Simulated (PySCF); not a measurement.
C₆H₅NO.
Numbering: `[O:1]=[CH:2][c:3]1[cH:4][cH:5][cH:6][cH:7][n:8]1`

Cartesian coordinates in Å at the PBE0-D3(BJ)/def2-SVP level; atoms count from 1:
```
atom  x, y, z in Å
O1     3.0907    0.3180   -0.5997
C2     2.2848   -0.5383   -0.3412
C3     0.8362   -0.2759   -0.1119
C4     0.3391    1.0287   -0.1788
C5    -1.0202    1.2238    0.0363
C6    -1.8158    0.1116    0.3064
C7    -1.2156   -1.1495    0.3516
N8     0.0814   -1.3449    0.1481
H9     2.5542   -1.6193   -0.2527
H10    1.0292    1.8464   -0.3962
H11   -1.4562    2.2249   -0.0057
H12   -2.8890    0.2142    0.4808
H13   -1.8189   -2.0396    0.5629
```

NICS = −σ at a ghost point: NICS(0) at the centroid of the ring atoms, NICS(1) 1 Å to either side along the normal of their mean plane, zz for the tensor component along that normal. Level: GIAO PBE0/pcSseg-1 (PySCF, non-relativistic, gas phase) on the PBE0-D3(BJ)/def2-SVP geometry, one conformer.

Ring bond lengths (Å), with Mayer bond orders in brackets: C3–C4 1.398 (1.30), C4–C5 1.390 (1.43), C5–C6 1.394 (1.41), C6–C7 1.397 (1.39), C7–N8 1.327 (1.50), N8–C3 1.334 (1.43).

Problem. What do the NICS probes read (ppm)?

Solution. 
```json
{"ring": "C3–C4–C5–C6–C7–N8", "type": "6-membered ring with N; formal bonds all aromatic", "NICS(0)": "-7.3", "NICS(1), two faces": "-11.4 / -11.4", "NICS(1)zz, two faces": "-28.2 / -28.2", "rms pucker (Å)": "0.00", "centre to ring atoms, mean (Å)": "1.37"}
```

Problem. What do they say, and how far can they be read as aromaticity?

Solution. 
- C3–C4–C5–C6–C7–N8: mean NICS(1)zz -28.2 ppm, shielded. For a flat ring without four-coordinate atoms the NICS criterion counts such a value as aromatic.

Problem. What does the geometric index give? HOMA = 1 − mean of α(R − Ropt)² over the ring bonds, with Krygowski's 1993 parameters (CC: Ropt 1.388 Å, α 257.7 Å⁻²; CN: Ropt 1.334 Å, α 93.52 Å⁻²).

Solution. 
- C3–C4–C5–C6–C7–N8: HOMA 0.99; the largest term is that of C3–C4, α(R − Ropt)² = 0.02. The geometric and the magnetic index point the same way.

Problem. What field does 1 T along the ring normal induce along that normal at the second NICS(1) probe listed for ring C3–C4–C5–C6–C7–N8, 1 Å off the ring?

Solution. NICSzz × B0 = -28.2 ppm × 1 T = -28 μT, against the applied field.

Problem. List the ring angles and the Hirshfeld charges of the ring atoms.

Solution. 
- C3–C4–C5–C6–C7–N8: C3 123.8° (+0.041 e), C4 118.1° (-0.036 e), C5 118.4° (-0.024 e), C6 118.8° (-0.038 e), C7 123.2° (+0.021 e), N8 117.7° (-0.149 e); sum 720.0° against 720° for a flat convex ring.
